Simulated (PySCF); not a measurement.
Interval between two levels of Au²⁺ by level of theory

Au²⁺ [Xe] 4f14 5d9 [2D5/2, M_J = 5/2] → Au²⁺ [Xe] 4f14 5d8 6p1 [4G11/2, M_J = 11/2], as a difference of total energies. Calculation: PySCF 2.14, in x2c-TZVPall-2c (11s11p10d2f, 108 functions); the two-component X2C-1e Hamiltonian. Correlated levels: [Kr] 4d10 4f14 frozen; the 34 highest virtual spinors dropped. "Screened" scales the spin-orbit matrix elements by Boettger's factors to mimic the two-electron term; Breit and QED terms are absent.

```tsv
method	interval between two levels (cm⁻¹)
GHF (screened spin-orbit)	95947
GMP2 (screened spin-orbit)	100610
```

The labels give the starting determinants; with spin-orbit coupling the two ends relaxed to ⟨J²⟩ = 8.82, ⟨L²⟩ = 6.21, ⟨S²⟩ = 0.93 and ⟨J²⟩ = 35.77, ⟨L²⟩ = 20.59, ⟨S²⟩ = 3.80.
